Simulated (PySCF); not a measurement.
# Continuum solvent and chemical shifts

Numbering as in the mapped SMILES `[CH3:1][CH2:2][O:3][SiH2:4][N:5]1[CH2:6][CH2:7][CH2:8][CH2:9]1`; H(Xn) means a hydrogen on atom n.

GIAO PBE0/pcSseg-1 in PySCF on one PBE0-D3(BJ)/def2-SVP conformer, non-relativistic, equivalent nuclei averaged. Solvents enter as an IEF-PCM continuum (chloroform with ε = 4.7, acetonitrile with ε = 35.7) around the gas-phase geometry. Shifts are referred to TMS computed in the same medium.

In chloroform, δ in ppm: C2 63.2, C6/C9 50.9, C7/C8 31.1, C1 21.2, Si4 -30.4, H(Si4) 4.67, H(C2) 3.77, H(C6)/H(C9) 3.12, H(C7)/H(C8) 1.69, H(C1) 1.25. Dipole moment 2.70 D.

(1) How does each δ change in the more polar medium?

(2) Which of the listed nuclei move most (in ppm), and what does the model miss? (N and O are left out, as their reference compounds move with the solvent too.)

Results:

(1) 
```
      atoms                           environment  Δδ, acetonitrile
         C2                   sp3 CH2 bonded to O              +0.3
      C6/C9                   sp3 CH2 bonded to N              +0.2
      C7/C8                     sp3 CH2 in a ring              +0.2
         C1                         methyl carbon              +0.1
        Si4           silicon bonded to N, O, 2 H              -0.2
     H(Si4)  hydrogen on a silicon bonded to N, O             -0.01
      H(C2)    hydrogen on an sp3 CH2 bonded to O             +0.03
H(C6)/H(C9)    hydrogen on an sp3 CH2 bonded to N             +0.01
H(C7)/H(C8)      hydrogen on an sp3 CH2 in a ring             +0.02
      H(C1)           hydrogen on a methyl carbon             +0.02
```

Changes are relative to chloroform. The dipole moment becomes 2.92 D in acetonitrile.

(2) C2 (sp3 CH2 bonded to O, +0.3 ppm) in acetonitrile. A continuum only polarises the solute; specific hydrogen bonds, the anisotropy of aromatic solvents and changes of geometry or conformer are outside it.
